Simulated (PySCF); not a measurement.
# C₆ coefficients of unlike pairs at HSE06

Calculated with PySCF 2.14 from the dipole response of each species, C₆(A,B) = (3/π) ∫ α_A(iu) α_B(iu) du, in atomic units, from isotropic polarisabilities. For ions this is the dispersion term alone; charge-induced terms of lower order in 1/R come first.

```tsv
species	configuration	basis	relativity	α (bohr³)	C₆ (like pair)
Cu³⁺	[Ar] 3d8 (3F)	dyall-av2z (16s12p7d2f)	none	1.474	3.185
Ar²⁺	[Ne] 3s2 3p4 (3P)	dyall-av3z (19s12p3d2f)	none	4.743	16.71
Ir	[Xe] 4f14 5d7 6s2 (4F)	aug-cc-pwCVTZ-PP with ECP60MDF (8s8p7d4f3g)	core potential	49.82	543.7
```

(1) Estimate C₆ for Ar²⁺ with Cu³⁺.

No spin-orbit coupling is included.

The other pairs:

| pair | C₆ |
| --- | --- |
| Ir, Cu³⁺ | 31.27 |
| Ir, Ar²⁺ | 85.46 |

## Answers

(1) The integral gives 6.769. The combination rule 2 C_A C_B / (C_A α_B/α_A + C_B α_A/α_B) gives 6.894 and the geometric mean 7.296.
